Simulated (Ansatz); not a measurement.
The cluster Cs3F3⁺, relaxed as a doublet with UKS PBE0-D4/def2-SVP in Ansatz, starting from the GFN1-xTB geometry. Force threshold 0.02 eV/Å.

In the def2 sets Cs takes a core potential; there is no spin–orbit coupling. In the doublet, F4 and F6 lie 1.94 Å apart (atoms count from 1), so these atoms are partly bonded to each other. The relaxation made no stability test and no search for a lower SCF solution. The structure comes from a short search, and lower isomers may exist.

Start:

Cartesian coordinates in Å:
```
Cs 2.384 -0.037 -0.029
Cs -1.252 1.256 1.817
Cs -1.334 -1.242 -1.732
F -2.008 -0.718 0.564
F 1.077 -0.821 -1.973
F 1.132 1.563 1.353
```

Question: Estimate the energy that the relaxation releases and the steps that it takes.

Answer: 36.7 kcal/mol, in 15 steps; 64 s on 4 threads of Arm Neoverse V1 on a shared host. The force fell under the threshold at step 14, but the optimiser went on. No frequencies were taken in this run, so the end may be a saddle point.

Question: Does the start keep its bonding?

Answer: By distances, no bond broke or formed, bridged metal pairs apart. The bond that changes most is Cs3–F4, from 2.45 to 2.90 Å (atoms count from 1). A close non-bonded pair moves further: F4–F6, from 3.96 to 1.94 Å. Metal–metal contacts that move far: Cs1–Cs2 4.28 to 5.64 Å, Cs2–Cs3 4.34 to 5.64 Å.

Question: Predict the relaxed structure.

Answer: 
```xyz
6

Cs    2.751    0.115   -0.402
Cs   -1.684    1.626    2.741
Cs   -1.316   -1.505   -1.934
F    -1.319    0.058    0.514
F     1.211   -1.170   -1.977
F     0.357    0.875    1.058
```
Bond lengths (bridged metal pairs left out): 6 × Cs–F 2.55 to 2.91 Å.
